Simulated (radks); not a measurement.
Results of a calculation; reference values are marked as such.
Neutral erbium inside a hard spherical wall (all orbitals vanish at R), configuration held at [Xe] 4f12 6s2 and not refilled when levels cross. Level of theory: scalar-relativistic Kohn-Sham, LDA (Slater exchange, VWN5 correlation), spin-polarised, spherical densities, point nucleus; open shells are filled with parallel spins first (spin-orbit coupling, left out, can overturn this in heavy ions) (a radial shooting solver on a logarithmic mesh with Libxc functionals). Eigenvalues in eV for spin up, with the zero of energy where the potential of the charges vanishes at infinity; a dash marks a level that is unbound or too diffuse for the functional's potential to be trusted. A positive occupied level is held by the wall or, in an anion where self-interaction has pushed it up, behind a barrier. The pressure on the wall is -dE/dV.

[
 {"R (bohr)": "free", "E (hartree)": "-13078.1651", "kinetic (hartree)": "14177.300", "e(5s)": "-52.422", "e(5p)": "-26.819", "e(4f)": "-4.047", "e(6s)": "-4.011", "e(6p, empty)": "-1.190", "e(5d, empty)": "-1.137", "pressure (GPa)": "0"},
 {"R (bohr)": "20", "E (hartree)": "-13078.1651", "kinetic (hartree)": "14177.300", "e(5s)": "-52.422", "e(5p)": "-26.819", "e(4f)": "-4.047", "e(6s)": "-4.011", "e(6p, empty)": "-1.190", "e(5d, empty)": "-1.136", "pressure (GPa)": "< 0.0001"},
 {"R (bohr)": "15", "E (hartree)": "-13078.1651", "kinetic (hartree)": "14177.300", "e(5s)": "-52.420", "e(5p)": "-26.818", "e(4f)": "-4.046", "e(6s)": "-4.010", "e(6p, empty)": "-1.177", "e(5d, empty)": "-1.133", "pressure (GPa)": "0.000118"},
 {"R (bohr)": "7", "E (hartree)": "-13078.1288", "kinetic (hartree)": "14177.518", "e(5s)": "-51.293", "e(5p)": "-25.712", "e(4f)": "-2.936", "e(6s)": "-2.895", "e(6p, empty)": "1.041", "e(5d, empty)": "0.033", "pressure (GPa)": "1.66"},
 {"R (bohr)": "6", "E (hartree)": "-13078.0699", "kinetic (hartree)": "14177.784", "e(5s)": "-50.326", "e(5p)": "-24.778", "e(4f)": "-1.968", "e(6s)": "-1.608", "e(6p, empty)": "3.189", "e(5d, empty)": "1.096", "pressure (GPa)": "6.02"},
 {"R (bohr)": "3.5", "E (hartree)": "-13076.6827", "kinetic (hartree)": "14183.081", "e(5s)": "-41.770", "e(5p)": "-16.594", "e(4f)": "7.491", "e(6s)": "18.876", "e(6p, empty)": "32.032", "e(5d, empty)": "12.615", "pressure (GPa)": "384"},
 {"R (bohr)": "2.5", "E (hartree)": "-13071.0196", "kinetic (hartree)": "14203.671", "e(5s)": "-23.999", "e(5p)": "2.737", "e(4f)": "28.760", "e(6s)": "78.269", "e(6p, empty)": "103.45", "e(5d, empty)": "40.098", "pressure (GPa)": "4890"},
 {"R (bohr)": "1.5", "E (hartree)": "-13013.2027", "kinetic (hartree)": "14383.068", "e(5s)": "97.303", "e(5p)": "144.66", "e(4f)": "132.68", "e(6s)": "462.66", "e(6p, empty)": "518.51", "e(5d, empty)": "217.82", "pressure (GPa)": "184000"}
]
